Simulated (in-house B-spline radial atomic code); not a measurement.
A fraction x of an electron is moved 4f → 5d in Ce³⁺, starting from [Xe] 4f1 and keeping the highest spin. Method: scalar-relativistic (X2C) PBE, spin-polarised, spherical fractional occupations, Fermi nucleus of rms radius 4.8771 fm. Calculated with a radial B-spline atomic code at the basis-set limit.

| x | E(x) - E(0) (eV) | 4f up level (eV) | 5d up level (eV) |
| --- | --- | --- | --- |
| 0 | 0.0000 | -29.012 | - |
| 0.125 | 0.6892 | -29.774 | -24.012 |
| 0.25 | 1.4410 | -30.546 | -24.275 |
| 0.375 | 2.2575 | -31.330 | -24.536 |
| 0.5 | 3.1402 | -32.125 | -24.795 |
| 0.625 | ? | ? | ? |
| 0.75 | 5.1098 | -33.745 | -25.311 |
| 0.875 | ? | ? | ? |
| 1 | 7.3607 | - | -25.824 |

(1) What belongs in the row x = 0.625?

(2) What belongs in the row x = 0.875?

(3) Check Janak's theorem between x = 0.125 and 0.25.

Results:

(1) An energy change of 4.0905 eV; 4f up at -32.930 eV, 5d up at -25.053 eV.

(2) An energy change of 6.1994 eV; 4f up at -34.570 eV, 5d up at -25.568 eV.

(3) The slope of the energy is 6.01 eV; the orbital levels give 6.02 eV (ε of the receiving orbital less ε of the emptying one, averaged over the two points).
